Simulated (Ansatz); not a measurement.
BFGeH₆OSi (`O[B](F)[GeH2][SiH3]`), relaxed with RKS PBE0-D4/def2-TZVP in the Gaussian-basis code of Ansatz from a PBE-D4/def2-SVP geometry. The force threshold is 0.005 eV/Å; the program also tests the step.

The species carries charge 0 and has multiplicity 1.

Start:

```xyz
11

O    -0.733   -0.592    2.178
B    -0.083    0.532    1.779
F    -0.127    1.574    2.615
Ge    0.912    0.658   -0.056
Si   -0.447   -0.508   -1.646
H    -0.682   -1.312    1.523
H     1.189    2.113   -0.515
H     2.277   -0.086    0.013
H    -0.783   -1.857   -1.050
H    -1.747    0.220   -1.868
H     0.224   -0.740   -2.972
```

How much energy does the relaxation release, and in how many steps? (An estimate is asked.)

The calculation gave: 1.25 kcal/mol, in 55 steps, 5 of them rejected.

Which bonds change most? (An estimate is asked.)

Computed: Si5–H9 from 1.513 to 1.487 Å; Si5–H10 from 1.506 to 1.486 Å; Si5–H11 from 1.505 to 1.487 Å; O1–H6 from 0.974 to 0.959 Å.

Give the relaxed structure. (Best estimate.)

The calculation gave: 
```xyz
11

O    -0.147   -0.391    2.775
B    -0.298    0.433    1.720
F    -1.248    1.353    1.830
Ge    0.807    0.334   -0.041
Si   -0.547   -0.319   -1.887
H     0.555   -1.037    2.665
H     1.449    1.699   -0.349
H     1.954   -0.689    0.120
H    -1.134   -1.661   -1.628
H    -1.651    0.659   -2.073
H     0.261   -0.382   -3.133
```
